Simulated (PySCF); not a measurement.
## Which determinant of ZnC lies lowest?

Unrestricted PBE0; basis Zn cc-pVDZ-PP with ECP10, C cc-pVDZ; scalar-relativistic core potentials; PySCF 2.14. Outer shells of the fragments: Zn 3d10 4s2; C 2s2 2p2.

Followed along the bond (rough minima from three points):

| 2Ms+1 | unpaired | ⟨S²⟩ at the start | R at minimum (Å) | Te (eV) |
| --- | --- | --- | --- | --- |
| 3 | π ↑↑ | 2.26 | 1.96 | 0.00 |
| 1 | π ↑↓ | 1.00 | 1.96 | 0.49 |
| 3 | σ ↑, π ↑ | 2.01 | none in the scan | ≤ 1.13 |
| 1 | σ ↓, π ↑ | 1.01 | none in the scan | ≤ 1.32 |

Solutions found at the starting distance of 1.900 Å, counted from the lowest of them; the search is not exhaustive and high or unbound solutions are not listed, so other states can lie among these:

| 2Ms+1 | unpaired | term | E (eV) | ⟨S²⟩ | ⟨Lz²⟩ | μ (D) |
| --- | --- | --- | --- | --- | --- | --- |
| 3 | π ↑↑ | ³Σ⁻ | 0.00 | 2.26 | 0.00 | -2.56 |
| 1 | π ↑↓ | mixed | 0.49 | 1.00 | 2.01 | -2.92 |
| 3 | σ ↑, π ↑ | ³Π | 1.33 | 2.01 | 1.00 | -0.32 |
| 1 | σ ↓, π ↑ | mixed | 1.49 | 1.01 | 1.00 | -0.46 |
| 1 | none | mixed | 1.69 | 0.00 | 2.00 | -2.94 |
| 3 | σ ↑↑, π ↑↓ | mixed | 2.08 | 3.01 | 2.01 | -1.45 |
| 1 | σ ↓↓, π ↑↑ | mixed | 2.27 | 2.01 | 0.00 | -1.70 |
| 3 | σ ↑, π ↑ | ³Π | 2.96 | 2.02 | 1.03 | -4.10 |
| 1 | σ ↓, π ↑ | mixed | 3.29 | 1.05 | 1.01 | -3.81 |
| 3 | π ↑↑ | mixed | 4.65 | 2.04 | 2.00 | -0.63 |

A term symbol is given only where ⟨S²⟩ and ⟨Lz²⟩ are close to those of a pure state; real π, δ and φ orbitals otherwise mix terms. A positive dipole means Zn(−)C(+).
